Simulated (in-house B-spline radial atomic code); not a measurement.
RPA and G0W0 on B3LYP (VWN-RPA): Rb+

Configuration [Ar] 3d10 4s2 4p6, mean-field start B3LYP (VWN-RPA). Computed with a B-spline radial code for spherical atoms: all electrons, non-relativistic, point nucleus, each spin shell either full or empty, empty states to l = 9 with an (l + 1/2)⁻⁴ tail; G0W0 by contour deformation at full frequency.

Without relativity these are model numbers: it shifts the levels of so heavy an element strongly and can reorder them.

Command:
```bash
python run_gw.py task.json out
```
Settings (radii: box in bohr, nucleus in fm):
```
Z                        37
electrons                36
configuration            [Ar] 3d10 4s2 4p6
hamiltonian              nr
method                   b3lyp
lmax                     9
spin_polarised           False
box_radius               23.78
intervals                54
```

Cost of the run: 1 s on 1 thread of AMD EPYC 9R45 96-Core Processor, on a shared host.

Energies (hartree):

```csv
term,value
mean-field total,-2940.01886
Hartree-Fock functional on these orbitals,-2938.20084
direct second order,-2.9564
second-order exchange,0.8475
SOSEX correction,0.78315
```

Task: What is the RPA correlation energy, and what remains with SOSEX?

Result: RPA gives -2.5837 hartree (-1.95 eV per electron); RPA + SOSEX gives -1.8006, and the second-order doubles -2.1089 hartree (no singles). RPA lacks exchange-type terms and so overcorrelates at short range.

Quasi-particle levels (eV):

```json
{"level": "4p", "occupied": "yes", "mean field": "-23.029", "Σx - vxc": "-4.31", "Σc": "?", "QP weight": "?", "G0W0": "?"}
{"level": "5s", "occupied": "no", "mean field": "-5.724", "Σx - vxc": "2.39", "Σc": "-0.68", "QP weight": "0.982", "G0W0": "-4.013"}
```

G0W0 = mean field + (Σx - vxc) + Σc, with Σc (partial-wave tail included) taken at the quasi-particle energy. Only the outer levels were computed. Levels of low weight are left out.

Task: Where does G0W0 put 4p?

Result: At -27.587 eV, with Σc = -0.25 eV and a quasi-particle weight of 0.920. The tabulated removal energy is 27.290 eV (NIST, measured); the calculation leaves out relativity, Breit and QED terms, and what these don't explain is the method's own error.
